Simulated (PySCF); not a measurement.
Cartesian coordinates (Å):
```xyz
9

C      2.1408     0.5439    -0.1224
C      1.1018    -0.0518    -0.2409
N     -0.0705    -0.6797    -0.4159
C     -1.3002     0.0518    -0.1145
H      3.0635     1.0586    -0.0305
H     -0.0751    -1.6444    -0.1183
H     -1.3179     0.9691    -0.7013
H     -1.3900     0.3138     0.9455
H     -2.1526    -0.5613    -0.4057
```
Charge 0, spin multiplicity 1.

Q: What dipole moment, HOMO–LUMO gap and HOMO does ωB97X-D3(BJ)/def2-TZVP // B3LYP-D3(BJ)/def2-TZVP in PySCF give?

A: 
```
Quantity         Result
-------------  --------
dipole moment    1.85 D
HOMO–LUMO gap  11.37 eV
HOMO           -8.60 eV
```
